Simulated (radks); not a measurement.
All-electron atom: the titanium ion Ti3+ in [Ar] 3d1. Method: Dirac Kohn-Sham, PBE, spin-unpolarised, spherical densities, finite nucleus; open shells are shared between the two j in proportion to 2j + 1; Fermi nuclear charge, rms radius 3.5921 fm; computed with a radial shooting solver on a logarithmic mesh with Libxc functionals.

Normalised radial functions P(r) = r R(r) (large component), r in bohr:

r	2p1/2	2p3/2
0.008642	0.0256	0.0226
0.01099	0.0394	0.0356
0.01397	0.0604	0.0556
0.0179	0.0936	0.0873
0.02275	0.1416	0.1337
0.02892	0.2119	0.2020
0.03677	0.3121	0.3000
0.04674	0.4505	0.4361
0.0599	0.6408	0.6240
0.07614	0.8719	0.8534
0.0968	1.1391	1.1200
0.1231	1.4155	1.3977
0.1564	1.6544	1.6400
0.2005	1.7949	1.7865
0.2548	1.7670	1.7659
0.324	1.5527	1.5583
0.4118	1.1878	1.1977
0.5236	0.7670	0.7775
0.6656	0.4038	0.4119
0.8529	0.1596	0.1641
1.084	0.0472	0.0490
1.378	0.0094	0.0099
1.752	0.0012	0.0012
2.228	0.0001	0.0001
2.854	0.0000	0.0000
3.629	0.0000	0.0000
4.613	0.0000	0.0000

2p1/2: eigenvalue -481.95 eV, 0 radial nodes, <r> = 0.288 bohr, 90 % of the charge inside 0.474 bohr. 2p3/2: eigenvalue -476.18 eV, 0 radial nodes, <r> = 0.291 bohr, 90 % of the charge inside 0.478 bohr.
